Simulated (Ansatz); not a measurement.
Ansatz results at the PBE0-D4/def2-TZVP geometry: HOMO–LUMO gap (PBE0/def2-TZVPP) 5.77 eV; HOMO–LUMO gap (PBE/def2-TZVPP) 3.50 eV; size of the dipole moment (PBE/def2-TZVPP) 5.38 D.

**Question.** Which molecule gave them?
A. `CC(C)=[O+][AlH3-]`
B. `CC(C)=[O+][InH3-]`
C. `C[B-](Cl)(Cl)[OH+][SiH3]`
D. `[OH][In-]([OH])([OH])[PH3+]`

**Answer.** B. The others give `CC(C)=[O+][AlH3-]`: 5.19, 2.90, 6.55; `[OH][In-]([OH])([OH])[PH3+]`: 6.99, 4.40, 3.23; `C[B-](Cl)(Cl)[OH+][SiH3]`: 7.27, 5.03, 4.18.
